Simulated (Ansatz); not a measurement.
CH7BSi2, SMILES `C[SiH]1B[SiH2]1`, 11 atoms. The species carries charge 0 and has multiplicity 1. All runs use 2 threads of an Arm Neoverse V1 on a shared host. Correlated methods freeze the cores.

(1) How many basis functions does each run have, and how long does it take in Ansatz? RKS ωB97M-V/def2-SVP energy; RHF-CCSD(T)/def2-SVP energy; RKS B2PLYP (frozen core)/def2-TZVPP energy; RKS BLYP-D4/def2-TZVPP energy; RKS PBE0-D4/def2-SVP energy; direct RPA on PBE orbitals/def2-TZVPP energy; RHF-MP2/def2-QZVPP energy; RKS B3LYP-D4/def2-TZVPP energy and forces; RKS HSE06 (plane-wave form)-D4/def2-TZVPP energy; RKS PBE0-D4/def2-TZVP frequencies; RKS ωB97M-V/def2-QZVPP energy; RKS PBE0-D4/def2-TZVP relaxation (9 steps). (Best estimate.)

## Answers

(1) Computed: Other jobs shared the machine, so times are rough.

```tsv
level	job	functions	wall time	peak host memory (GiB)
RKS PBE0-D4/def2-SVP	energy	99	1.9 s	0.44
RKS BLYP-D4/def2-TZVPP	energy	244	3.6 s	0.3
RHF-CCSD(T)/def2-SVP	energy	99	4.6 s	0.44
RKS HSE06 (plane-wave form)-D4/def2-TZVPP	energy	244	5 s	0.58
RKS ωB97M-V/def2-SVP	energy	99	7.5 s	0.44
RKS B3LYP-D4/def2-TZVPP	energy and forces	244	9 s	0.67
direct RPA on PBE orbitals/def2-TZVPP	energy	244	9 s	0.61
RKS B2PLYP (frozen core)/def2-TZVPP	energy	244	11 s	0.59
RKS ωB97M-V/def2-QZVPP	energy	464	40 s	1.8
RHF-MP2/def2-QZVPP	energy	464	46 s	2.7
RKS PBE0-D4/def2-TZVP	relaxation (9 steps)	178	47 s	0.42
RKS PBE0-D4/def2-TZVP	frequencies	178	3.6 min	0.44
```

B3LYP here is the variant with VWN-RPA as its local correlation; programs differ in this.
